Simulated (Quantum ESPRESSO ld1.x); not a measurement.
The numbers below are computed, except where a source is named.
Problem. Ionisation of neutral nickel, [Ar] 3d8 4s2, to Ni+, [Ar] 3d9, under several functionals. Non-relativistic Kohn-Sham, spin-unpolarised, spherical densities, point nucleus; ld1.x of Quantum ESPRESSO 7.5. Known Delta-SCF values: LDA (Slater exchange, Perdew-Wang correlation) 5.944 eV; exchange-only B88 5.450 eV; Slater X-alpha with alpha = 1 3.493 eV. What does exchange-only PBE give, and what is its highest occupied eigenvalue?

Solution. 5.560 eV by Delta-SCF; the 4s eigenvalue is -4.867 eV. NIST: 7.640 eV (measured).

Beside tabulated values, note that spin-unpolarised runs miss the spin-polarisation part of the exchange energy of open shells.
